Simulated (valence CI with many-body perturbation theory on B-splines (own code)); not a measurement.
## Level structure of Hg⁴⁸⁺

Method: configuration interaction combined with many-body perturbation theory (CI+MBPT): four valence electrons over a frozen Dirac-Fock core [Ar] 3d10, a basis of 11 s, 11 p, 10 d, 8 f, 5 g, 2 h functions for each j, with the one-electron correlation potential Σ1 (screened to all orders), the two-electron term Σ2, the three-electron term Σ3, Breit, model QED; selected single and double excitations, second order for the rest, scaled by the run's own slope (own B-spline code, finite nucleus).

The last digits are not significant, and no measured levels were compared; by estimate large intervals hold to a few tenths of a per cent, small ones and those within an open d or f shell to about a per cent. Among the levels kept, up to 390 cm⁻¹ of a level comes from second order outside the variational space, and about a tenth of that is noise between levels of different J, which matters for small intervals.

Levels 1 to 45 of 183, with energies above the lowest level, (4s^2 4p1/2^2) J=0. "Leading %" is the weight of the configuration and term that name the level; weights of strongly mixed levels are sums over their largest components and can fall short. In the jj column 3d3/2^4 stands for four electrons in 3d with j = 3/2. Lifetimes count E1, E2, E3, M1 and M2 decay at the calculated energies, and are blank where another channel may lead or the interval is too uncertain; long ones can be off by a factor of two.

| No. | Configuration | Term | J | E (eV) | Leading % | Lifetime | Second component | g | Leading jj |
| --- | --- | --- | --- | --- | --- | --- | --- | --- | --- |
| 1 | 4s²4p² | ³P | 0 | 0.00 | 69 |  | 30 % 4s²4p² ¹S |  | 4s^2 4p1/2^2 (99 %) |
| 2 | 4s²4p² | ³P | 1 | 141.13 | 99 | 55.9 ns |  | 1.496 | 4s^2 4p1/2 4p3/2 (99 %) |
| 3 | 4s²4p² | ¹D | 2 | 145.93 | 64 | 1.27 μs | 35 % 4s²4p² ³P | 1.172 | 4s^2 4p1/2 4p3/2 (99 %) |
| 4 | 4s4p³ | ³P° | 2 | 253.06 | 46 | 32.6 ps | 29 % 4s4p³ ⁵S° | 1.546 | 4s 4p1/2^2 4p3/2 (97 %) |
| 5 | 4s4p³ | ³D° | 1 | 269.47 | 34 | 1.48 ps | 26 % 4s4p³ ¹P° | 1.082 | 4s 4p1/2^2 4p3/2 (94 %) |
| 6 | 4s²4p² | ³P | 2 | 290.72 | 64 | 26.7 ns | 35 % 4s²4p² ¹D | 1.317 | 4s^2 4p3/2^2 (99 %) |
| 7 | 4s²4p² | ¹S | 0 | 301.06 | 69 | 23.0 ns | 30 % 4s²4p² ³P |  | 4s^2 4p3/2^2 (99 %) |
| 8 | 4s²4p4d | ³F° | 2 | 315.55 | 74 | 48.4 ps | 20 % 4s²4p4d ¹D° | 0.759 | 4s^2 4p1/2 4d3/2 (99 %) |
| 9 | 4s²4p4d | ³D° | 1 | 336.37 | 50 | 358 fs | 27 % 4s²4p4d ¹P° | 0.851 | 4s^2 4p1/2 4d3/2 (94 %) |
| 10 | 4s²4p4d | ³P° | 2 | 355.75 | 42 | 2.67 ps | 32 % 4s²4p4d ³D° | 1.314 | 4s^2 4p1/2 4d5/2 (92 %) |
| 11 | 4s²4p4d | ³F° | 3 | 357.07 | 51 | 3.52 ps | 23 % 4s²4p4d ¹F° | 1.121 | 4s^2 4p1/2 4d5/2 (95 %) |
| 12 | 4s4p³ | ³D° | 2 | 391.75 | 49 | 2.17 ps | 41 % 4s4p³ ⁵S° | 1.518 | 4s 4p1/2 4p3/2^2 (91 %) |
| 13 | 4s4p³ | ³D° | 3 | 400.88 | 94 | 3.24 ps | 4 % 4s²4p4d ³F° | 1.313 | 4s 4p1/2 4p3/2^2 (94 %) |
| 14 | 4s4p³ | ³P° | 0 | 406.89 | 96 | 2.11 ps |  |  | 4s 4p1/2 4p3/2^2 (96 %) |
| 15 | 4s4p³ | ³P° | 1 | 414.97 | 46 | 1.20 ps | 20 % 4s4p³ ³D° | 1.289 | 4s 4p1/2 4p3/2^2 (94 %) |
| 16 | 4s4p³ | ¹D° | 2 | 417.21 | 69 | 824 fs | 15 % 4s4p³ ³D° | 1.087 | 4s 4p1/2 4p3/2^2 (91 %) |
| 17 | 4s4p³ | ³S° | 1 | 418.88 | 37 | 628 fs | 23 % 4s4p³ ³D° | 1.356 | 4s 4p1/2 4p3/2^2 (97 %) |
| 18 | 4s4p²4d | ³D | 1 | 428.81 | 42 | 13.8 ps | 41 % 4s4p²4d ⁵F | 0.435 | 4s 4p1/2^2 4d3/2 (98 %) |
| 19 | 4s4p²4d | ³D | 2 | 432.86 | 29 | 14.0 ps | 20 % 4s4p²4d ⁵F | 1.145 | 4s 4p1/2^2 4d3/2 (95 %) |
| 20 | 4s4p²4d | ³D | 3 | 467.06 | 33 | 2.79 ps | 21 % 4s4p²4d ⁵D | 1.353 | 4s 4p1/2^2 4d5/2 (96 %) |
| 21 | 4s²4p4d | ³D° | 2 | 474.57 | 50 | 409 fs | 23 % 4s²4p4d ¹D° | 1.049 | 4s^2 4p3/2 4d3/2 (91 %) |
| 22 | 4s4p²4d | ³F | 2 | 475.60 | 27 | 2.80 ps | 22 % 4s4p²4d ¹D | 1.034 | 4s 4p1/2^2 4d5/2 (92 %) |
| 23 | 4s²4p4d | ³P° | 1 | 476.47 | 55 | 475 fs | 35 % 4s²4p4d ³D° | 1.118 | 4s^2 4p3/2 4d3/2 (94 %) |
| 24 | 4s²4p4d | ³P° | 0 | 476.80 | 95 | 501 fs |  |  | 4s^2 4p3/2 4d3/2 (95 %) |
| 25 | 4s²4p4d | ³F° | 3 | 476.92 | 44 | 543 fs | 34 % 4s²4p4d ¹F° | 1.102 | 4s^2 4p3/2 4d3/2 (94 %) |
| 26 | 4s²4p4d | ³F° | 4 | 494.18 | 99 | 57.7 ns |  | 1.245 | 4s^2 4p3/2 4d5/2 (99 %) |
| 27 | 4s²4p4d | ³P° | 2 | 498.40 | 43 | 5.37 ps | 38 % 4s²4p4d ¹D° | 1.257 | 4s^2 4p3/2 4d5/2 (92 %) |
| 28 | 4s²4p4d | ³D° | 3 | 514.35 | 57 | 986 fs | 40 % 4s²4p4d ¹F° | 1.191 | 4s^2 4p3/2 4d5/2 (94 %) |
| 29 | 4s²4p4d | ¹P° | 1 | 517.35 | 63 | 1.64 ps | 23 % 4s²4p4d ³P° | 1.078 | 4s^2 4p3/2 4d5/2 (96 %) |
| 30 | 4p⁴ | ³P | 2 | 529.22 | 57 | 925 fs | 27 % 4p⁴ ¹D | 1.288 | 4p1/2^2 4p3/2^2 (85 %) |
| 31 | 4p⁴ | ¹S | 0 | 537.28 | 55 | 1.03 ps | 32 % 4p⁴ ³P |  | 4p1/2^2 4p3/2^2 (87 %) |
| 32 | 4s²4p4f | ³G | 3 | 545.14 | 66 | 6.09 ps | 17 % 4s²4p4f ¹F | 0.823 | 4s^2 4p1/2 4f5/2 (90 %) |
| 33 | 4s²4p4f | ³F | 2 | 551.90 | 44 | 4.21 ps | 26 % 4s²4p4f ¹D | 0.872 | 4s^2 4p1/2 4f5/2 (89 %) |
| 34 | 4s4p³ | ³P° | 2 | 555.55 | 48 | 826 fs | 16 % 4s4p³ ³D° | 1.425 | 4s 4p3/2^3 (93 %) |
| 35 | 4s²4p4f | ³D | 3 | 557.88 | 42 | 4.03 ps | 23 % 4s²4p4f ³F | 1.194 | 4s^2 4p1/2 4f7/2 (79 %) |
| 36 | 4s²4p4f | ³G | 4 | 558.15 | 38 | 7.06 ps | 24 % 4s²4p4f ¹G | 1.089 | 4s^2 4p1/2 4f7/2 (85 %) |
| 37 | 4s4p²4d | ⁵D | 0 | 560.24 | 84 | 12.6 ps | 13 % 4s4p²4d ³P |  | 4s 4p1/2 4p3/2 4d3/2 (96 %) |
| 38 | 4s4p²4d | ⁵D | 1 | 560.54 | 53 | 15.8 ps | 22 % 4s4p²4d ⁵F | 1.155 | 4s 4p1/2 4p3/2 4d3/2 (98 %) |
| 39 | 4s4p²4d | ⁵F | 2 | 561.36 | 41 | 3.95 ps | 16 % 4s4p²4d ⁵D | 1.104 | 4s 4p1/2 4p3/2 4d3/2 (92 %) |
| 40 | 4s4p²4d | ⁵F | 3 | 565.29 | 35 | 10.8 ps | 33 % 4s4p²4d ³F | 1.155 | 4s 4p1/2 4p3/2 4d3/2 (80 %) |
| 41 | 4s4p³ | ¹P° | 1 | 571.77 | 38 | 427 fs | 24 % 4s4p³ ³S° | 1.188 | 4s 4p3/2^3 (96 %) |
| 42 | 4s4p²4d | ³F | 4 | 574.52 | 27 | 13.1 ps | 23 % 4s4p²4d ⁵F | 1.181 | 4s 4p1/2 4p3/2 4d3/2 (79 %) |
| 43 | 4s4p²4d | ³F | 2 | 581.11 | 65 | 1.03 ps | 8 % 4s4p²4d ³P | 0.906 | 4s 4p1/2 4p3/2 4d3/2 (88 %) |
| 44 | 4s4p²4d | ³D | 3 | 584.81 | 30 | 528 fs | 26 % 4s4p²4d ⁵P | 1.344 | 4s 4p1/2 4p3/2 4d3/2 (82 %) |
| 45 | 4s4p²4d | ³P | 1 | 585.69 | 24 | 522 fs | 23 % 4s4p²4d ⁵P | 1.515 | 4s 4p1/2 4p3/2 4d3/2 (96 %) |

The ionisation energy to 4s²4p ²P°1/2 of the next ion comes out as 2747.9 eV (NIST: 2745 ± 4 eV (theoretical)). All 183 levels together are meant to be complete up to 840.25 eV.
